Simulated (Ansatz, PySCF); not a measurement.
Gas-phase reaction R1 + R2 → P1 + P2, each structure at its B3LYP-D3(BJ)/def2-TZVP stationary point, reached from a drawn start (curvature not checked).
R1: SiH4 (SMILES [SiH4]), charge 0, multiplicity 1.
P1: Si2H6 (SMILES [SiH3][SiH3]), charge 0, multiplicity 1.
R2: ClH3Si (SMILES [SiH3]Cl), charge 0, multiplicity 1.
P2: HCl (SMILES Cl), charge 0, multiplicity 1.

P less R. No zero-point or thermal terms.

Correlated levels freeze the cores.

Programs: Ansatz (Gaussian orbitals); PySCF for the D3/D4 terms. Each number belongs to the level named beside it.

Total energies in hartree:

```json
[
 {"structure": "R1", "PBE/def2-TZVPP": "-291.721617", "B3LYP-D3(BJ)/def2-TZVPP": "-291.920351", "CCSD(T)/cc-pV(Q+d)Z": "-291.452236"},
 {"structure": "P1", "PBE/def2-TZVPP": "-582.273639", "B3LYP-D3(BJ)/def2-TZVPP": "-582.653175", "CCSD(T)/cc-pV(Q+d)Z": "-581.722983"},
 {"structure": "R2", "PBE/def2-TZVPP": "-751.208497", "B3LYP-D3(BJ)/def2-TZVPP": "-751.603809", "CCSD(T)/cc-pV(Q+d)Z": "-750.669168"},
 {"structure": "P2", "PBE/def2-TZVPP": "-460.627412", "B3LYP-D3(BJ)/def2-TZVPP": "-460.836834", "CCSD(T)/cc-pV(Q+d)Z": "-460.363836"}
]
```

Question: Work out the reaction energy at each level in kcal/mol (1 hartree = 627.50947 kcal/mol), and say how far PBE/def2-TZVPP lies from CCSD(T)/cc-pV(Q+d)Z.

Answer: 
- PBE/def2-TZVPP: (-582.273639) + (-460.627412) − (-291.721617) − (-751.208497) = 0.029063 hartree = 18.24 kcal/mol
- B3LYP-D3(BJ)/def2-TZVPP: (-582.653175) + (-460.836834) − (-291.920351) − (-751.603809) = 0.034151 hartree = 21.43 kcal/mol
- CCSD(T)/cc-pV(Q+d)Z: (-581.722983) + (-460.363836) − (-291.452236) − (-750.669168) = 0.034585 hartree = 21.70 kcal/mol
PBE/def2-TZVPP less CCSD(T)/cc-pV(Q+d)Z: -3.46 kcal/mol. CCSD(T)/cc-pV(Q+d)Z is the level counted from, the highest shown, and no exact or measured value.

Ansatz is an electronic-structure program.
